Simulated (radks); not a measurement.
Results of a calculation; reference values are marked as such.
He II, configuration 1s0.75 2s0.25 (fractional occupations, a model configuration).

Code: a radial shooting solver on a logarithmic mesh with Libxc functionals. Model: non-relativistic Kohn-Sham, AM05, spin-polarised, spherical densities, point nucleus; open shells are filled with parallel spins first.

Energy parts (eV):
part                   energy
total                 -44.252
kinetic                43.909
electron-nucleus      -88.044
Hartree                11.702
exchange-correlation  -11.818

Orbitals (lengths in bohr, moments of r in powers of bohr; r(max) is where P^2 peaks):
orbital  occ.  eigenvalue (eV)  r(max)
1s up    0.75         -45.3383  0.4931
2s up    0.25          -8.0306   2.989
2p up       0          -7.0638   2.617

The highest occupied level is 2s up at -8.031 eV. Virial ratio -V/T = 2.00782. Summed over all electrons, <r^2> = 4.060 bohr^2, which gives a Langevin (diamagnetic) susceptibility term of -3.22 x 10^-6 cm^3/mol.
